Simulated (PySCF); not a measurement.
**Bi(BH4)3 at several levels of theory**

Computed with PySCF 2.14.0 (density fitting, no spin-orbit coupling) at the geometry relaxed with PBE0:

```xyz
16
Bi(BH4)3 (singlet)
Bi    0.0000    0.0000    0.1470
B     2.3876   -0.0122   -0.5696
H     3.1415    0.0616   -1.5217
H     2.6132   -0.8870    0.2505
H     1.3922   -0.3749   -1.3293
H     2.1997    1.1093   -0.0878
B    -1.1832    2.0738   -0.5696
H    -1.6241    2.6898   -1.5217
H    -0.5384    2.7066    0.2505
H    -0.3714    1.3931   -1.3293
H    -2.0605    1.3504   -0.0877
B    -1.2043   -2.0616   -0.5696
H    -1.5175   -2.7514   -1.5217
H    -2.0747   -1.8196    0.2505
H    -1.0208   -1.0182   -1.3293
H    -0.1392   -2.4596   -0.0878
```

```json
{"level": "PBE0", "basis": "Bi def2-SVP with ECP60, B def2-SVP, H def2-SVP", "state": "singlet", "HOMO (eV)": "-8.65", "gap (eV)": "6.27", "charge on Bi1 (e)": "0.67", "dipole about the centre of mass (D)": "1.61", "largest force component (eV/Å)": "0.01"}
{"level": "BLYP", "basis": "the same", "state": "singlet", "HOMO (eV)": "-7.36", "gap (eV)": "4.43", "charge on Bi1 (e)": "0.61", "dipole about the centre of mass (D)": "1.57", "largest force component (eV/Å)": "0.68"}
{"level": "BP86", "basis": "the same", "state": "singlet", "HOMO (eV)": "-7.59", "gap (eV)": "4.44", "charge on Bi1 (e)": "0.58", "dipole about the centre of mass (D)": "1.45", "largest force component (eV/Å)": "0.48"}
{"level": "revPBE", "basis": "the same", "state": "singlet", "HOMO (eV)": "-7.45", "gap (eV)": "4.49", "charge on Bi1 (e)": "0.61", "dipole about the centre of mass (D)": "1.53", "largest force component (eV/Å)": "0.59"}
{"level": "PBE0", "basis": "Bi def2-TZVP with ECP60, B def2-TZVP, H def2-TZVP", "state": "singlet", "HOMO (eV)": "-8.67", "gap (eV)": "6.33", "charge on Bi1 (e)": "0.83", "dipole about the centre of mass (D)": "1.72", "largest force component (eV/Å)": "0.23"}
{"level": "PBE0", "basis": "Bi x2c-SVPall, B x2c-SVPall, H x2c-SVPall", "state": "singlet", "HOMO (eV)": "-8.66", "gap (eV)": "6.33", "charge on Bi1 (e)": "0.62", "dipole about the centre of mass (D)": "1.58", "largest force component (eV/Å)": "1.19"}
```

Charges are Mulliken's, which hang on the basis. The relaxation used the grid (50, 194), these runs (75, 302) or, all-electron (x2c bases, spin-free X2C Hamiltonian), (99, 590).

Task: What does HF with Bi def2-SVP with ECP60, B def2-SVP, H def2-SVP give here?

Result: state singlet, HOMO (eV) -11.43, gap (eV) 12.02, charge on Bi1 (e) 0.96, dipole about the centre of mass (D) 2.15, largest force component (eV/Å) 0.87. Time: 3.6 s on 2 threads of Arm Neoverse V1 (shared host), from an already converged density.

In the first row's basis the gap widens with exact exchange: 4.4 to 4.5 eV for BLYP, BP86, revPBE (none); 6.3 eV for PBE0 (a fixed share); 12.0 eV for Hartree–Fock (rising or full at long range).
